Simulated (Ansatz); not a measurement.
Species: H₅GeO, SMILES `[OH2+][GeH3]` with one electron removed (charge 2, multiplicity 2), formula H₅GeO.

**Question.** How many basis functions does frozen-core CCSD(T)/cc-pVTZ // r2SCAN-D4/def2-TZVP run with Ansatz (an electronic-structure program) use, how many core orbitals are frozen, and how many electrons are correlated?

**Answer.** 143 basis functions and 10 frozen orbitals, which leaves 23 correlated electrons (filled d shells below the valence shell are correlated). Core time is of the order of minutes.
